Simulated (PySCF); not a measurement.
C4H2F3NOS.
Atom-mapped SMILES: `[F:1][C:2]([F:3])([F:4])[O:5][c:6]1[cH:7][cH:8][s:9][n:10]1` (hydrogens: H11 on C7; H12 on C8)

Cartesian coordinates in Å at the GFN2-xTB level; atoms count from 1:
```
atom  x, y, z in Å
F1     3.1877   -0.6283    0.5926
C2     2.1297   -0.2655   -0.1272
F3     2.3771    0.9618   -0.5900
F4     2.0846   -1.0750   -1.1877
O5     1.0535   -0.3409    0.6539
C6    -0.1618   -0.0059    0.1002
C7    -1.3489   -0.0666    0.8644
C8    -2.3942    0.3152    0.0775
S9    -1.8295    0.7041   -1.4924
N10   -0.2763    0.3797   -1.1387
H11   -1.3887   -0.3670    1.8923
H12   -3.4321    0.3878    0.3292
```

The closed-shell SCF was solved with PySCF and density fitting under several settings on one GFN2-xTB geometry (grid level 2 and gas phase unless stated).

| settings | basis functions | SCF cycles | E (Eh) | HOMO (eV) | LUMO (eV) | dipole (D) |
| --- | --- | --- | --- | --- | --- | --- |
| CAM-B3LYP/def2-SVPD | 235 | 14 | -980.6096 | -9.07 | -0.33 | 4.21 |
| PBE0/6-31++G**, damping 0.2 at the start, DIIS from the seventh cycle, energy threshold 1e-06 Eh | 196 | 13 | -980.5845 | -7.79 | -1.35 | 4.16 |

Estimate the row for these settings: LC-wPBE/pcSseg-1, grid level 1, level shift 0.3 Eh.

```tsv
settings	basis functions	SCF cycles	E (Eh)	HOMO (eV)	LUMO (eV)	dipole (D)
LC-wPBE/pcSseg-1, grid level 1, level shift 0.3 Eh	187	15	-980.7854	-10.39	0.74	4.23
```

Over all rows, what range does the HOMO–LUMO gap span?

From 6.44 eV (PBE0/6-31++G**, damping 0.2 at the start, DIIS from the seventh cycle, energy threshold 1e-06 Eh) to 11.13 eV (LC-wPBE/pcSseg-1, grid level 1, level shift 0.3 Eh). The functional of the narrowest has 25 % exact exchange, that of the widest range-separated exact exchange.

Cycle counts include a coarse-grid stage where the run had one. All basis functions are spherical, in the Pople sets too.

One conformer stands for the species.
